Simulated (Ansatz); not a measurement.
A geometry optimisation of C2AlTe− with r2SCAN-D4/def2-SVPD

The starting geometry of this gas-phase singlet was optimised with GFN2-xTB.

```yaml
atoms:
  - { symbol: C, position_ang: [-0.4680, -2.3886, 1.6832] }
  - { symbol: C, position_ang: [0.4755, -1.6819, 1.2157] }
  - { symbol: Al, position_ang: [1.1171, -2.6872, 2.9783] }
  - { symbol: Te, position_ang: [2.3671, -0.8864, 1.1478] }
```

Predict what it relaxes into with r2SCAN-D4/def2-SVPD.

2 bonds break, giving a structure given below by its coordinates. Contacts that open: C2–Al3 (2.13 → 3.15 Å), Al3–Te4 (2.86 → 5.15 Å).

The energy falls by 0.32 eV over 17 steps:

```json
{"step": "1", "E − E(last) (eV)": "0.322"}
{"step": "3", "E − E(last) (eV)": "0.270"}
{"step": "5", "E − E(last) (eV)": "0.249"}
{"step": "6", "E − E(last) (eV)": "0.243"}
{"step": "8", "E − E(last) (eV)": "0.235"}
{"step": "10", "E − E(last) (eV)": "0.201"}
{"step": "12", "E − E(last) (eV)": "0.074"}
{"step": "13", "E − E(last) (eV)": "0.017"}
{"step": "15", "E − E(last) (eV)": "0.000"}
{"step": "17", "E − E(last) (eV)": "0.000"}
```

Final geometry (Å):

```yaml
atoms:
  - { symbol: C, position_ang: [0.5772, -2.3272, 2.1756] }
  - { symbol: C, position_ang: [1.1433, -1.5331, 1.3732] }
  - { symbol: Al, position_ang: [-0.2699, -3.5109, 3.3764] }
  - { symbol: Te, position_ang: [2.0412, -0.2728, 0.0998] }
```

The end wasn't checked by frequencies. Atoms past krypton carry core potentials, without spin–orbit terms. Run with Ansatz 0.2.0, 63 s on 1 thread of Arm Neoverse V1, on a shared host.
